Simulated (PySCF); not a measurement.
Molecule: `FC(O[C@@H]1[C@H](C)[C@H]1F)F`, C5H7F3O.

Bonds (- single, = double, # triple, : aromatic): C1-C2, C2-C3, C3-F4, C3-C5, C5-O6, O6-C7, C7-F8, C7-F9, C5-C2. C1 carries H10, H11, H12; C2 carries H13; C3 carries H14; C5 carries H15; C7 carries H16. Stereochemistry as in C[C@@H]1[C@@H](F)[C@@H]1OC(F)F.

Frames of a GFN2-xTB Langevin trajectory at 600 K; GIAO PBE0/pcSseg-1 shieldings in PySCF 2.14, gas phase, non-relativistic; equivalent atoms averaged within each frame.

Shifts are taken against calculated references (same method and geometry level): 13C (186.93 ppm) and 1H (31.72 ppm) against TMS; 19F (170.95 ppm) against CFCl3; 17O (336.08 ppm) vs H2O. The references are static minima.

Q: How do the shifts (ppm) fluctuate along the trajectory?

A: 
| time (fs) | C7 | C3 | C5 | C2 | C1 | F8 | F9 | F4 | O6 | H16 |
| --- | --- | --- | --- | --- | --- | --- | --- | --- | --- | --- |
| optimised geometry | 126.2 | 79.3 | 61.5 | 23.6 | 10.7 | -95.4 | -99.5 | -233.4 | 105.7 | 6.57 |
| 250 | 129.4 | 81.0 | 62.2 | 16.6 | 10.0 | -81.7 | -100.8 | -234.3 | 122.4 | 6.41 |
| 425 | 125.2 | 88.9 | 75.2 | 23.9 | 15.5 | -67.9 | -94.9 | -202.5 | 113.2 | 6.54 |
| 625 | 127.5 | 76.0 | 55.5 | 29.5 | 16.4 | -57.5 | -70.3 | -241.0 | 85.6 | 5.86 |
| 800 | 133.7 | 84.8 | 70.2 | 22.4 | 10.0 | -64.0 | -82.6 | -219.5 | 127.2 | 7.60 |
| 1000 | 130.7 | 78.6 | 65.1 | 32.6 | 16.1 | -81.0 | -74.7 | -231.8 | 110.3 | 7.81 |
| mean of frames | 129.3 | 81.9 | 65.6 | 25.0 | 13.6 | -70.4 | -84.7 | -225.8 | 111.7 | 6.84 |
| standard deviation | 3.2 | 5.1 | 7.6 | 6.3 | 3.3 | 10.7 | 13.0 | 15.2 | 16.1 | 0.83 |

5 frames give an uncertainty of the mean of about the standard deviation over 2.2 at best, since frames this close in time may not be independent; classical motion lacks zero-point vibration, and the reference would need the same averaging.
